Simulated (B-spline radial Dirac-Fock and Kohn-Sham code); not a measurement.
Gd: computed levels beside tabulated edges

Level of theory: Dirac-Fock energy differences between relaxed states, corrected for Breit and QED terms; a radial atomic solver. No correlation.

Input file task.json (cfg lists n, l and occupation; rrms is the nuclear radius in fm):

```json
{"items": [{
  "Z": 64,
  "q": 0,
  "cfg": [[1, 0, 2], [2, 0, 2], [2, 1, 6], [3, 0, 2], [3, 1, 6], [3, 2, 10], [4, 0, 2], [4, 1, 6], [4, 2, 10], [4, 3, 7], [5, 0, 2], [5, 1, 6], [5, 2, 1], [6, 0, 2]],
  "A": 158,
  "rrms": 5.1569,
  "do": ["binding"],
  "screen": [5, 2]
}]}
```

Launch: `python xray_run.py task.json out`

Two models are given for [Xe] 4f7 5d1 6s2. In the first the electron is removed to infinity. In the second it is placed in the 5d shell, so that the atom stays neutral; this mimics a hole screened by valence charge, or the onset of absorption below the ionisation limit. The tabulated edges (Elam, Ravel and Sieber, Radiat. Phys. Chem. 63, 121 (2002)) refer to the element in its standard state, with the Fermi level as zero for a metal.

| level | ionised (eV) | screened (eV) | tabulated (eV) |
| --- | --- | --- | --- |
| K | 50248.1 | 50241.8 | 50239.0 |
| L1 | 8393.0 | 8386.6 | 8376.0 |
| L2 | 7942.3 | 7935.9 | 7930.0 |
| L3 | 7254.6 | 7248.2 | 7243.0 |
| M1 | 1898.0 | 1891.6 | 1881.0 |
| M2 | 1703.8 | 1697.4 | 1688.0 |
| M3 | 1560.3 | 1553.9 | 1544.0 |
| M4 | 1229.0 | 1222.6 | 1221.9 |
| M5 | 1198.6 | 1192.2 | 1189.6 |
| N1 | 400.4 | 393.9 | 378.6 |
| N2 | 323.4 | 317.0 | 286.0 |
| N3 | 291.6 | 285.2 | 271.0 |
| N4 | 163.7 | 157.3 | 142.6 |
| N5 | 158.0 | 151.6 | 142.6 |
| O1 | 58.33 | 52.04 | 36.00 |
| O2 | 34.72 | 28.76 | 20.00 |
| O3 | 30.36 | 24.49 | 20.00 |

Q: Which of the two models lies closer to the table on average?

A: The screened model lies closer: the mean absolute deviations are 16.4 eV (ionised) and 10.1 eV (screened). Screening lowers the levels by 6.3 eV on average.
